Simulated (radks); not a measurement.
Initial-state core-level shifts of the tantalum ion Ta+ when its valence configuration changes from [Xe] 4f14 5d3 6s1. All-electron calculation, Dirac Kohn-Sham, LDA (Slater exchange, Perdew-Wang correlation), spin-unpolarised, spherical densities, finite nucleus; open shells fill j = l - 1/2 first; Fermi nuclear charge, rms radius 5.3507 fm. Program: a radial shooting solver on a logarithmic mesh with Libxc functionals. Shifts are changes of the shell-averaged eigenvalues in eV (positive: less bound); the change of the density at the nucleus, which sets a Mossbauer isomer shift, is in e/bohr^3, on a base of 1.307e+06.

| valence | 2p | 4s | 4p | 5p | density at nucleus |
|---|---|---|---|---|---|
| 4f14 5d4 | +2.367 | +2.344 | +2.349 | +2.183 | -85.3 |
| 4f12 5d4 6p2 | -24.999 | -26.035 | -25.443 | -11.228 | +87.8 |
| 4f13.5 5d3 6s1 6p0.5 | -6.611 | -6.899 | -6.771 | -3.414 | +47.4 |
| 4f14 5d3.5 6s0.5 | +1.229 | +1.215 | +1.218 | +1.127 | -44.2 |
| 4f14 5d2 6s1 6p1 | -3.928 | -3.890 | -3.896 | -3.628 | +20.0 |
| 4f11 5d4 6s1 6p2 | -39.515 | -40.781 | -39.821 | -17.352 | +301.5 |
| 4f14 5d2 6s2 | -2.727 | -2.684 | -2.689 | -2.458 | +99.9 |
| 4f13 5d3 6s2 | -12.387 | -12.923 | -12.653 | -5.761 | +183.5 |
| 4f14 5d3 6s0.5 6p0.5 | -0.598 | -0.602 | -0.602 | -0.590 | -37.8 |
